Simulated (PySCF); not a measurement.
SeN⁻ at ROHF-MP2

Computed with ROHF-MP2; PySCF, scalar-relativistic core potentials, basis sets Se aug-cc-pVDZ-PP with ECP10, N aug-cc-pVDZ.

For SeN⁻, the state is ³Σ⁻ (triplet), unpaired electrons π ↑↑ and the bond length is 1.731 Å. The harmonic wavenumber is 730 cm⁻¹. The force constant is 3.74 mdyn/Å and the rotational constant Be is 0.4722 cm⁻¹. The anharmonicity ωexe is 3.86 cm⁻¹ and the vibration–rotation constant αe is 0.00456 cm⁻¹.

Correlated steps freeze 5 core orbitals. Spin–orbit coupling is left out. The state is the lowest determinant that a PBE0 search found; another state may lie lower at other levels.
